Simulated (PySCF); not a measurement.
All values below come from B3LYP-D3(BJ)/def2-TZVP in PySCF 2.14.0. Gas-phase values, no solvent. One relaxed conformer stands for a flexible species; it need not be the lowest. B3LYP has the VWN-RPA correlation part, as in Gaussian. 

Reference species (SMILES): `NC(N)=C` (neutral, multiplicity 1).

The HOMO is -5.27 eV. The HOMO–LUMO gap comes out as 5.59 eV.

Changed species: `[H]/N=C(/C)N`.

Q: What does the change do to the HOMO and HOMO–LUMO gap?

A: the HOMO falls by 1.49 eV, to -6.76 eV; the HOMO–LUMO gap rises by 1.52 eV, to 7.11 eV.
